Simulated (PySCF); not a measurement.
**One molecule, a ladder of functionals, a line**

Molecule: CF3C(O)CH3 (FC(C(C)=O)(F)F, C$_{3}$H$_{3}$F$_{3}$O).

Mapped SMILES: `[CH3:1][C:2](=[O:3])[C:4]([F:5])([F:6])[F:7]`. Hydrogens are named by the atom that carries them.

GIAO shieldings (ppm, equivalent atoms averaged) in PySCF 2.14.0 with density-fitted response routines on the PBE0-D3(BJ)/def2-SVP geometry, basis pcSseg-2, gas phase, non-relativistic:

```tsv
functional	exact exchange (%)	σ(C2)	σ(C4)	σ(C1)	σ(F5/F6/F7)
PBE	0	-23.4	50.0	153.9	249.4
B3LYP	20	-24.0	52.9	154.3	262.7
PBE0	25	-18.7	59.5	159.1	267.2
mPW1PW91	25	-19.3	58.8	158.4	267.7
HF	100	-6.0	83.3	169.0	307.3
```

Q: Fit each shielding as a line in the percentage of exact exchange.

A: σ(C2) = -24.5 + 0.18 x (rms 1.6 ppm); σ(C4) = 49.4 + 0.34 x (rms 1.7 ppm); σ(C1) = 153.7 + 0.15 x (rms 1.4 ppm); σ(F5/F6/F7) = 251.7 + 0.56 x (rms 1.5 ppm). The functionals also differ in their semilocal parts, which the line can't hold; Hartree–Fock has no correlation at all.

Q: What does the line predict for BHandHLYP (50 %), and what does the run give?

A: σ(C2): -15.5 predicted, -17.8 computed; σ(C4): 66.4 predicted, 64.4 computed; σ(C1): 161.2 predicted, 160.2 computed; σ(F5/F6/F7): 279.7 predicted, 280.7 computed ppm.
